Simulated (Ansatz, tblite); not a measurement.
Forces on Tl2H⁺ at its PBE0-D4/def2-TZVP geometry. Total charge 1; singlet.

In the def2 sets Tl takes a core potential; there is no spin–orbit coupling. The xTB rows come from tblite. B3LYP takes the VWN-RPA correlation. The structure comes from a short search, and lower isomers may exist.

GFN1-xTB (tblite), largest force 0.82 eV/Å:

```xyz
3
positions Å, forces eV/Å
Tl   -1.932    0.802   -0.424   -0.746    0.310   -0.164
Tl    1.932   -0.801    0.424    0.747   -0.310    0.164
H     0.000   -0.001    0.000   -0.001    0.000    0.000
```

GFN2-xTB (tblite), largest force 1.32 eV/Å:

```
Tl -1.195 0.496 -0.262
Tl 1.196 -0.496 0.262
H -0.002 0.000 0.000
```

B3LYP-D4/def2-TZVP (Ansatz), largest force 0.07 eV/Å:

```
Tl -0.064 0.026 -0.014
Tl 0.065 -0.027 0.014
H 0.000 0.001 0.000
```
